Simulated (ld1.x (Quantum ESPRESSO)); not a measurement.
**fluorine (F), RRKJ: configuration errors across variants**

fluorine, norm-conserving RRKJ (Kleinman–Bylander form), made with ld1.x (Quantum ESPRESSO) 7.5 (Wu–Cohen, scalar-relativistic). Core [He], reference 2s2 2p4.5 (charge +0.5). Waves: 2s (bound): rc 0.85 bohr; 2p (bound): rc 1.05 bohr. Local part: all-electron potential smoothed inside 0.70 bohr (lloc = -1). Core correction: Bessel-smoothed model core inside 0.80 bohr. rho0 = 0.005.

All-electron excitation energies from the reference (eV): (1) 2s2 2p5 -7.533; (2) 2s2 2p4 11.840; (3) 2s2 2p3 50.218; (4) 2s2 2p1 196.644; (5) 2s1 2p6 11.149; (6) 2s1 2p5 30.807; (7) 2s2 2p5.3 -10.195.

2 further variants failed, have other tests or another functional or relativity, and are left out.

Errors AE − PS in meV (a dash: test not solved or not reliable):

```tsv
change	(1)	(2)	(3)	(4)	(5)	(6)	(7)	bound ghosts
base	+0.9	+0.9	+37	+776	+21	+1.3	+1.0	none
wave 2s (bound): rc 0.85 bohr becomes 2s (bound): rc 0.58 bohr	+1.1	+1.3	+42	+833	+24	0.0	+1.4	none
all radii but the core radius scaled by about 1.05 (s 0.90, p 1.10 bohr); local potential all-electron potential smoothed inside 0.74 bohr (lloc = -1)	+1.0	+1.4	+47	+947	+25	-0.7	+1.1	none
type PAW; waves now 2s (bound): rcut 0.75, rcutus 0.85 bohr; 2s channel at 0.6 Ry: rcut 0.75, rcutus 0.85 bohr; 2p (bound): rcut 0.90, rcutus 1.05 bohr; 2p channel at 1.25 Ry: rcut 0.90, rcutus 1.05 bohr; local potential all-electron potential smoothed inside 0.75 bohr (lloc = -1); augmentation PSQ, inside the norm-conserving radii; rho0 0	+0.6	-0.7	-6.2	-43	+0.6	-1.4	+0.9	none
local potential all-electron potential smoothed inside 1.16 bohr (lloc = -1)	-0.3	-0.8	+16	+641	+21	+0.4	-1.5	none
```

Q: Give the same row for: wave 2p (bound): rc 1.05 bohr becomes 2p (bound): rc 1.62 bohr.

A: +8.8, +20, +360, +4766, +89, -88, +15; bound ghosts: none.
